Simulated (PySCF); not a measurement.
# Distorted geometries of [Gd(SH)2]+

[Gd(SH)2]+ (singlet in the valence; each metal's 4f electrons, 7 of them, lie in its core potential, out of spins and levels). PySCF 2.14.0, RKS BP86, Gd lcecp-1-SVP with ECP53, S def2-SVP, H def2-SVP; non-relativistic Hamiltonian with scalar-relativistic core potentials where named; density fitting; no spin-orbit coupling. Relaxed geometry:

```xyz
5

Gd   -0.0052   -1.4894    0.4190
S    -0.0003    0.4589    2.0144
H     0.0038    1.4689    1.0909
S    -0.0003   -0.6586   -1.9582
H     0.0038    0.6847   -1.6967
```

Order these distorted geometries by energy above the relaxed one, lowest first.
A.
```xyz
5

Gd    0.0902   -1.5696    0.4333
S     0.0147    0.4407    1.9816
H    -0.0573    1.5352    1.0315
S    -0.0027   -0.5818   -1.9080
H    -0.0433    0.6398   -1.6690
```
B.
```xyz
5

Gd    0.0542   -1.4885    0.4901
S    -0.0392    0.4315    2.0057
H     0.0620    1.4994    1.0816
S    -0.0381   -0.6559   -1.9839
H    -0.0373    0.6779   -1.7243
```
C.
```xyz
5

Gd   -0.1562   -1.4855    0.4753
S     0.0644    0.6443    1.9960
H     0.0450    1.2675    0.9962
S    -0.0029   -0.5867   -1.9198
H     0.0513    0.6248   -1.6784
```

B (0.10 eV), A (0.32 eV), C (0.98 eV).

Which forces (eV/Å) act in the one that lies 0.10 eV up?


```
Gd  -0.02 -0.36 -1.39
S    0.06  1.44 -0.08
H   -0.09 -0.78  0.63
S    0.05 -0.51  0.79
H   -0.01  0.21  0.04
```
Forces carry noise of the integration grid, about 0.01 to 0.03 eV/Å.

An lcecp potential fixes the number of 4f electrons, so in runs with it no electron can move into or out of that shell.
